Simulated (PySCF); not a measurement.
# Chlorine: a sound run and one with changed settings

Sound run: Cl²⁺ [Ne] 3s2 3p3, Cl³⁺ [Ne] 3s2 3p2. Computed with PySCF 2.14 in cc-pVDZ-DK, with scalar relativity by spin-free X2C-1e. In the sound run the correlated levels freeze [Ne]. The sound run starts from symmetry-adapted Hartree-Fock orbitals and uses a fine grid where one is needed.

Changed run: basis STO-3G, all-electron and non-relativistic. This setting is unsound on purpose.

```csv
species,method,sound run (hartree),changed run (hartree),converged
Cl²⁺,UHF,-459.61674,-453.24325,yes
Cl²⁺,MN15,-460.26329,-452.61727,yes
Cl²⁺,B3LYP,-460.21725,-453.71003,yes
Cl²⁺,MP2,-459.68725,-453.24325,yes
Cl³⁺,UHF,-458.18522,-451.71416,yes
Cl³⁺,MN15,-458.80230,-451.06728,yes
Cl³⁺,B3LYP,-458.76332,-452.16140,yes
Cl³⁺,MP2,-458.24014,-451.72268,yes
Cl³⁺,CCSD(T),-458.26280,-451.72898,yes
```

Ionisation energy of Cl²⁺:

| method | sound run (eV) | changed run (eV) |
| --- | --- | --- |
| UHF | 38.953 | 41.609 |
| MN15 | 39.756 | 42.177 |
| B3LYP | 39.564 | 42.140 |
| MP2 | 39.378 | 41.377 |
| SCS-MP2 | 39.225 | 41.330 |

A minimal basis cannot let orbitals breathe on ionisation and holds almost no correlation. The Hamiltonian changed with the basis, so the totals do not compare.

For comparison, NIST gives 39.8 ± 0.11 eV between the lowest levels.
